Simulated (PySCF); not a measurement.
Isomers of C6H9BO2S, from PySCF, PBE0-D3(BJ)/def2-SVP geometry optimisation, gas phase. One conformer each, no zero-point energy, no frequencies.

**Question.** Which isomer lies lower at this level?
A. `[CH3:1][O:2][B:3]([O:4][CH3:5])[c:6]1[cH:7][cH:8][s:9][cH:10]1` with C1–O2–B3–O4 177°, O2–B3–O4–C5 0°, O2–B3–C6–C7 167°: A = 2130, B = 698.1, C = 532.5 MHz, dipole 1.36 D
B. `[CH3:1][O:2][B:3]([O:4][CH3:5])[c:6]1[cH:7][cH:8][cH:9][s:10]1` with C1–O2–B3–O4 0°, O2–B3–O4–C5 -179°, O2–B3–C6–C7 0°: A = 1985, B = 821.0, C = 585.1 MHz, dipole 0.86 D

**Answer.** B. That is `COB(OC)C1=CC=CS1`, 2.9 kcal/mol below the other.

```csv
SMILES,mapped SMILES,E (Eh),relative (kcal/mol),relative (kJ/mol),dipole (D)
COB(OC)c1cccs1,[CH3:1][O:2][B:3]([O:4][CH3:5])[c:6]1[cH:7][cH:8][cH:9][s:10]1,-806.61301,0.0,0.0,0.86
COB(OC)c1ccsc1,[CH3:1][O:2][B:3]([O:4][CH3:5])[c:6]1[cH:7][cH:8][s:9][cH:10]1,-806.60840,2.9,12.1,1.36
```
